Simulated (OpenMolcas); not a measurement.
## Rh5+: moving or changing the point charges

Rh5+ among 8 point charges of -1 e arranged as a cube (Oh), 2.14 Å from the ion.
```
   1.2355    1.2355    1.2355  -1.00
   1.2355    1.2355   -1.2355  -1.00
   1.2355   -1.2355    1.2355  -1.00
   1.2355   -1.2355   -1.2355  -1.00
  -1.2355    1.2355    1.2355  -1.00
  -1.2355    1.2355   -1.2355  -1.00
  -1.2355   -1.2355    1.2355  -1.00
  -1.2355   -1.2355   -1.2355  -1.00
```

```yaml
Program: OpenMolcas
Method: "SS-CASPT2, IPEA 0.25 Eh, imaginary shift 0.1 Eh (closed shells correlated: 4s 4p)"
Basis: ANO-RCC-VDZP [6s5p3d1f]
Scalar_Hamiltonian: DKH2, point nucleus
Active_space: 4 electrons in 5 orbitals (4d)
State_averaging: 2S+1 = 5 even, 5 roots; 2S+1 = 3 even, 45 roots; 2S+1 = 1 even, 50 roots
Spin-orbit_coupling: RASSI with atomic mean-field integrals over the reference wave functions
```

Runs around this geometry, states (labels of O, the rotations of Oh). Energies in cm-1 above the lowest state or level, χT in cm3 K/mol; under a threefold ground state the first gap can be a small split of the lowest multiplet, not the spin-orbit step.

```json
{"R (Å)": "2.14", "q (e)": "-0.5", "Ground state": "5T2", "First state of that spin": "5E 890", "First gap with spin-orbit (degeneracies)": "700 (1, 3)", "χT at 300 K": "0.463", "First state of another spin": "3T1 20520"}
{"R (Å)": "1.95", "q (e)": "-1", "Ground state": "5T2", "First state of that spin": "5E 2800", "First gap with spin-orbit (degeneracies)": "630 (1, 3)", "χT at 300 K": "0.596", "First state of another spin": "3T1 19530"}
{"R (Å)": "2.14", "q (e)": "-1", "Ground state": "5T2", "First state of that spin": "5E 1770", "First gap with spin-orbit (degeneracies)": "670 (1, 3)", "χT at 300 K": "0.516", "First state of another spin": "3T1 20110"}
{"R (Å)": "2.4", "q (e)": "-1", "Ground state": "5T2", "First state of that spin": "5E 1000", "First gap with spin-orbit (degeneracies)": "700 (1, 3)", "χT at 300 K": "0.468", "First state of another spin": "3T1 20450"}
```

Taking the first state of the same spin as R^-n, n = -ln(1000 / 2800) / ln(2.4 / 1.95) = 5.0 between the shortest and longest distance.

Scaling the charges by -0.5 / -1 = 0.50 scales the first state of the same spin by 890 / 1770 = 0.50; with fixed orbitals a first-order splitting would follow the charge.

Roots that are degenerate in the reference are averaged as groups; the widest CASPT2 spread within a group is 250 cm-1 (the 3-fold group of multiplicity 3 near 50800 cm-1 above the lowest state of its run, R = 2.14, q = -1). Shifts and gaps below about the spread of the groups concerned are not significant. Point charges give a weaker field than real ligands, and real ions of this kind are as a rule low spin; the high spin found here belongs to the model. The ground term spreads over less than 5000 cm-1, several times less than with real ligands, so orbital moments are less quenched and χT lies further from the spin-only value than at real sites. Free-ion shares, where given, are those of the reference states; single-state CASPT2 does not remix them. Spin-orbit coupling mixes the spin-free states strongly: the lowest level takes only 66 % from its leading state, 5T2 (figures for R = 2.14, q = -0.5; the like holds for R = 2.4, q = -1). An orbital triplet at a regular site is open to Jahn-Teller coupling, which can distort the site and quench the lowest spin-orbit gaps and is left out (holds for R = 1.95, q = -1; R = 2.14, q = -1). Point charges carry no covalency, so the field is a model and not that of real ligands. No measured value stands beside these numbers.
